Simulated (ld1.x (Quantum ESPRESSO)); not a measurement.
## Configuration tests for Co (Z = 27) (ultrasoft)

ld1.x (Quantum ESPRESSO) 7.5 input, shortened:

```
&input
   title='Co', zed=27., rel=1, dft='PBE', iswitch=3,
   config='[Ar] 3d7 4s2 4p0'
 /
 &inputp
   pseudotype=3, tm=.true., lloc=-1, rcloc=1.60,
   nlcc=.true., new_core_ps=.true.
 /
6
4S  1  0   2.00   0.00  1.80  1.90  0.0
4S  1  0   0.00   0.75  1.80  1.90  0.0
4P  2  1   0.00   0.00  2.45  2.95  0.0
4P  2  1   0.00   0.85  2.45  2.95  0.0
3D  3  2   7.00   0.00  1.30  1.70  0.0
3D  3  2   0.00  -0.15  1.30  1.70  0.0
 &test
   configts(1)='3d7 4s2 4p0'
 /
```

Energies are relative to the spin-unpolarised reference configuration 3d7 4s2 4p0; without spin polarisation the order of configurations can differ from experiment. Not all tests gave a result: test run stopped at test 6 of 7 (negative rho).

```json
{"valence configuration": "3d7 4s1 4p0", "charge": "+1", "ΔE all-electron (eV)": "9.030", "error AE − PS (meV)": "-8.4"}
{"valence configuration": "3d7 4s0 4p0", "charge": "+2", "ΔE all-electron (eV)": "25.816", "error AE − PS (meV)": "-46"}
{"valence configuration": "3d6 4s0 4p0", "charge": "+3", "ΔE all-electron (eV)": "61.686", "error AE − PS (meV)": "-142"}
{"valence configuration": "3d7 4s1 4p1", "charge": "0", "ΔE all-electron (eV)": "4.351", "error AE − PS (meV)": "-2.5"}
{"valence configuration": "3d8 4s0 4p0", "charge": "+1", "ΔE all-electron (eV)": "6.471", "error AE − PS (meV)": "-198"}
```

Levels in the configuration 3d7 4s0 4p0:

```csv
level,all-electron (eV),pseudo (eV)
3d,-27.064,-26.958
```

Note: ghost state, extra bound levels that the all-electron valence spectrum of the same l lacks: s at -46.7 eV. A true bound ghost makes a file unfit for plane-wave use.
